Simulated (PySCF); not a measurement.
Dipole moment and polarisability of `CC#C[C@@H]1[C@H]2C[C@@H]12`

C7H8.
Geometry (GFN2-xTB, Å), atoms numbered from 1 in this order:
```xyz
15
C7H8 angstrom
C     -3.307   -0.443   -0.438
C     -1.922   -0.041   -0.326
C     -0.775    0.301   -0.235
C      0.598    0.695   -0.123
C      1.643   -0.081   -0.880
C      2.801    0.339   -0.031
C      1.559   -0.216    0.592
H     -3.433   -1.454   -0.050
H     -3.619   -0.424   -1.482
H     -3.941    0.235    0.132
H      0.735    1.771   -0.017
H      1.561   -0.754   -1.705
H      3.020    1.396    0.078
H      3.683   -0.288   -0.038
H      1.391   -1.027    1.267
```

Level: PBE0/def2-SVPD (PySCF), static field, nuclei fixed, core orbitals frozen in the response. The polarisability tensor in these axes (au):

```
x   113.75   6.96   3.57
y     6.96  62.79   0.54
z     3.57   0.54  61.12
```

Question: Diagonalise the tensor; give its mean and Δα, where Δα² is half the sum of the squared differences of the eigenvalues.

Answer: Principal values 60.88, 61.86 and 114.93 au; mean 79.22 au = 11.74 Å³ = 13.06 × 10⁻⁴⁰ C²·m²/J; Δα = 53.57 au (68 % of the mean).

Question: What is the dipole moment, and where does it point?

Answer: (-0.26, -0.77, -0.08) D, 0.81 D in size, pointing from the negative to the positive side. Measured along this direction, the outermost atoms are H13 at the negative end and H8 at the positive end.

Question: Find the Langevin capture rate constant for H3O+ (19.018 u) meeting this molecule (92.063 u), k = 2.342 × 10⁻⁹ cm³/s × √(α in Å³ / reduced mass in u).

Answer: The reduced mass is 15.76 u, so k = 2.02 × 10⁻⁹ cm³/s. The formula leaves out the permanent dipole, which adds to the capture rate.

Question: What depolarisation ratio follows for Rayleigh scattering of linearly polarised light, taking the static tensor?

Answer: ρ = 3Δα²/(45ᾱ² + 4Δα²) = 8608.7/(282418 + 11478.2) = 0.0293.

Question: In a dilute gas of rigid molecules at 273 K, how does the orientational term μ²/3kT compare with the electronic polarisability?

Answer: In Gaussian units μ²/3kT = 5.86 Å³ against 11.74 Å³, a ratio of 0.50; the Debye molar polarisation (4π/3)N_A(α + μ²/3kT) is 44.4 cm³/mol, leaving out the vibrational part.

Question: In TDDFT the mean static polarisability is Σ f/ω² over all singlet excitations (ω in hartree). How much of it do the 6 lowest give? Their energies (eV) and oscillator strengths: 6.44, 0.0001; 6.63, 0.0070; 6.65, 0.0663; 6.68, 0.0009; 6.89, 0.0062; 7.30, 0.0083.

Answer: They add up to 1.46 au, 1.8 % of the 79.22 au; the largest single term is 1.11 au, from the state at 6.65 eV. Terms in order: 0.00, 0.12, 1.11, 0.02, 0.10, 0.12 au. Higher excitations give the rest. The strengths listed sum to 0.089.

Geometry: GFN2-xTB; no solvent, vibrations or thermal averaging.
